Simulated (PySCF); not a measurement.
# An isoelectronic set: 54 electrons

r²SCAN in PySCF with def2-SVPD on every atom (core potentials on Rb, Sr, Te, I), for the lowest determinant that a PBE0 search found; no spin–orbit coupling. All have 54 electrons, 8 of them in the valence shells, and the same state, a singlet (closed shell). For ions De leads to the atom and ion picked by measured ionisation energies and electron affinities.

| species | difference of nuclear charges | Re (Å) | ωe (cm⁻¹) | k (mdyn/Å) | De (eV) | dissociates to |
| --- | --- | --- | --- | --- | --- | --- |
| TeH⁻ | 51 | 1.674 | 2064 | 2.51 | 3.12 | Te⁻ + H |
| RbCl | 20 | 2.872 | 223 | 0.725 | 4.42 | Rb + Cl |
| SrS | 22 | 2.468 | 397 | 2.18 | 3.94 | Sr + S |
| HI | 52 | 1.619 | 2321 | 3.17 | 3.40 | H + I |

(1) Which member of the whole set has the stiffest bond, and how does it compare with the softest?

Spin–orbit coupling is left out, which matters for elements this heavy, above all for dissociation energies. For an ion De counts to the pair picked by the measured ionisation energies or electron affinities, which need not be the lowest pair at this level. The highest Kohn–Sham level is positive in this anion. Much of that is self-interaction error, but it also means that the finite basis helps to hold the extra electron.

Answers

(1) HI with k = 3.17 mdyn/Å, 4.4 times that of RbCl.
